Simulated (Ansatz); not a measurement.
`O[SiH2][SiH2]Cl` and `O[SiH2][SiH](F)Cl` differ in one atom or group.

Ansatz, PBE0-D4/def2-TZVP geometries, multiplicity 1. Each molecule was computed in one conformer, which needn't be the lowest.

```tsv
property	`O[SiH2][SiH2]Cl`
size of the dipole moment (PBE/def2-TZVPP) / D	0.59
LUMO energy (PBE/def2-TZVPP) / eV	-1.84
LUMO energy (ωB97M-V/def2-TZVPP) / eV	0.79
HOMO–LUMO gap (PBE0/def2-TZVPP) / eV	6.95
HOMO energy (PBE/def2-TZVPP) / eV	-6.71
HOMO–LUMO gap (ωB97M-V/def2-TZVPP) / eV	10.79
```

(1) What does the change do to each property? (Estimate.)

## Answers

(1) Ansatz gave: 
```csv
property,`O[SiH2][SiH](F)Cl`,shift
size of the dipole moment (PBE/def2-TZVPP) / D,0.73,0.14
LUMO energy (PBE/def2-TZVPP) / eV,-1.90,-0.06
LUMO energy (ωB97M-V/def2-TZVPP) / eV,0.71,-0.08
HOMO–LUMO gap (PBE0/def2-TZVPP) / eV,7.03,0.08
HOMO energy (PBE/def2-TZVPP) / eV,-6.81,-0.10
HOMO–LUMO gap (ωB97M-V/def2-TZVPP) / eV,10.87,0.08
```

With PBE0 the HOMO falls by 0.15 eV and the LUMO falls by 0.07 eV, so the gap widens by about 0.08 eV. PBE moves the HOMO by -0.10 eV and ωB97M-V by -0.16 eV. Dipoles are sizes alone; their direction can turn.
